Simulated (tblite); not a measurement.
C7H10NP.
Atom-mapped SMILES: `[CH3:1][N:2]([CH3:3])[c:4]1[cH:5][cH:6][cH:7][cH:8][p:9]1` (hydrogens: H10, H11, H12 on C1; H13, H14, H15 on C3; H16 on C5; H17 on C6; H18 on C7; H19 on C8)

Computed geometry: GFN2-xTB, gas phase.

Q: List the bond lengths, angles and torsions at this level.

A: 
| bond | length (bohr) |
| --- | --- |
| C1–N2, N2–C3 | 2.719 |
| N2–C4 | 2.583 |
| C4–C5 | 2.642 |
| C5–C6 | 2.607 |
| C6–C7 | 2.623 |
| C7–C8 | 2.600 |
| C8–P9 | 3.268 |
| C4–P9 | 3.348 |
| C1–H10, C1–H11 | 2.072 |
| C1–H12 and 3 like bonds | 2.062 |
| C5–H16 | 2.042 |
| C6–H17 | 2.044 |
| C7–H18 | 2.045 |
| C8–H19 | 2.049 |

Bonds in one row agree within 0.02 bohr and their mean is given. A selection of angles:
| angle | degrees |
| --- | --- |
| C1–N2–C3 | 119.6 |
| C1–N2–C4 | 118.5 |
| C3–N2–C4 | 121.9 |
| N2–C4–C5 | 120.8 |
| N2–C4–P9 | 117.0 |
| C5–C4–P9 | 122.2 |
| C4–C5–C6 | 124.7 |
| C5–C6–C7 | 123.7 |
| C6–C7–C8 | 122.2 |
| C7–C8–P9 | 126.4 |
| C4–P9–C8 | 100.8 |

Torsions: C1–N2–C4–C5 180° (antiperiplanar).

The 9 heavy atoms lie in one plane (0.000 Å rms). The C–N distances run from 1.367 Å (N2–C4, drawn single) to 1.440 Å (N2–C3, drawn single), a spread of 0.073 Å. The 2 C–P bonds span 1.729 Å (C8–P9, aromatic) to 1.772 Å (C4–P9, aromatic), a spread of 0.043 Å. Of the pairs four or more bonds apart, C3···H16 is among the closest relative to their van der Waals radii: 2.46 Å, 85 % of the sum of Bondi's values. N2 (aniline-type nitrogen) is planar (angles 121.9°, 119.6° and 118.5°, sum 360.0°, 0.00 Å off the plane of its three neighbours). The C–C distances run from 1.376 Å (C7–C8, aromatic) to 1.398 Å (C4–C5, aromatic), a spread of 0.022 Å. The 6-membered ring C4–C5–C6–C7–C8–P9 has internal angles of 100.8° to 126.4° (sum 720°, against 720° for a flat polygon); it is planar, 0.00 Å rms from its mean plane, widest ring torsion 0°.

Point group: Cs (tolerance 0.08 Å). GFN2-xTB frequencies show an imaginary mode (44i cm⁻¹), so the point is no minimum at that level.
